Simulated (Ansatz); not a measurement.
Program: Ansatz. Geometries: PBE0-D4/def2-TZVP. ΔE: electronic, gas phase. CBS: MP2 limit from def2 TZ/QZ plus the TZ coupled-cluster correction, frozen cores. Functionals use def2-TZVPP. B3LYP here is the variant with VWN-RPA as its local correlation; programs differ in this. Each species was taken in one conformer, which may not be the lowest.

`CCBBO` + `[CH3][AlH][S][SiH3]` → `CCBS[SiH3]` + `[CH3][AlH][BH]O`  (redistribution)

```json
{"level": "PBE-D4", "ΔE (kJ/mol)": "51.7", "difference from CCSD(T)/CBS": "-4.2"}
{"level": "r2SCAN-D4", "ΔE (kJ/mol)": "61.3", "difference from CCSD(T)/CBS": "5.4"}
{"level": "PBE0-D4", "ΔE (kJ/mol)": "56.4", "difference from CCSD(T)/CBS": "0.5"}
{"level": "B3LYP-D4", "ΔE (kJ/mol)": "58.6", "difference from CCSD(T)/CBS": "2.7"}
{"level": "ωB97X-V", "ΔE (kJ/mol)": "58.1", "difference from CCSD(T)/CBS": "2.2"}
{"level": "ωB97M-V", "ΔE (kJ/mol)": "59.2", "difference from CCSD(T)/CBS": "3.3"}
{"level": "B2PLYP", "ΔE (kJ/mol)": "55.3", "difference from CCSD(T)/CBS": "-0.6"}
{"level": "PBE", "ΔE (kJ/mol)": "49.5", "difference from CCSD(T)/CBS": "-6.4"}
{"level": "r2SCAN", "ΔE (kJ/mol)": "60.8", "difference from CCSD(T)/CBS": "4.9"}
{"level": "PBE0", "ΔE (kJ/mol)": "54.4", "difference from CCSD(T)/CBS": "-1.5"}
{"level": "B3LYP", "ΔE (kJ/mol)": "55.1", "difference from CCSD(T)/CBS": "-0.8"}
{"level": "HF/def2-TZVPP", "ΔE (kJ/mol)": "65.3", "difference from CCSD(T)/CBS": "9.4"}
{"level": "MP2/def2-TZVPP", "ΔE (kJ/mol)": "55.7", "difference from CCSD(T)/CBS": "-0.2"}
{"level": "SCS-MP2/def2-TZVPP", "ΔE (kJ/mol)": "54.8", "difference from CCSD(T)/CBS": "-1.1"}
{"level": "CCSD/def2-TZVPP", "ΔE (kJ/mol)": "55.4", "difference from CCSD(T)/CBS": "-0.5"}
{"level": "CCSD(T)/def2-TZVPP", "ΔE (kJ/mol)": "52.6", "difference from CCSD(T)/CBS": "-3.3"}
{"level": "HF/def2-QZVPP", "ΔE (kJ/mol)": "65.3", "difference from CCSD(T)/CBS": "9.4"}
{"level": "MP2/def2-QZVPP", "ΔE (kJ/mol)": "57.7", "difference from CCSD(T)/CBS": "1.8"}
{"level": "SCS-MP2/def2-QZVPP", "ΔE (kJ/mol)": "56.8", "difference from CCSD(T)/CBS": "0.9"}
{"level": "HF/CBS(def2)", "ΔE (kJ/mol)": "65.4", "difference from CCSD(T)/CBS": "9.5"}
{"level": "MP2/CBS(def2)", "ΔE (kJ/mol)": "59.1", "difference from CCSD(T)/CBS": "3.2"}
{"level": "CCSD/CBS(def2)", "ΔE (kJ/mol)": "58.7", "difference from CCSD(T)/CBS": "2.8"}
{"level": "CCSD(T)/CBS", "ΔE (kJ/mol)": "55.9", "difference from CCSD(T)/CBS": "0"}
```

Largest T1 diagnostic among the species: 0.013.

In def2-TZVPP, CCSD(T) changes the Hartree–Fock value by −12.7 kJ/mol (the triples alone add −2.8 kJ/mol) and MP2 by −9.6 kJ/mol. From PBE to PBE0 (25 % exact exchange), in def2-TZVPP and without D4, ΔE moves by +4.9 kJ/mol.
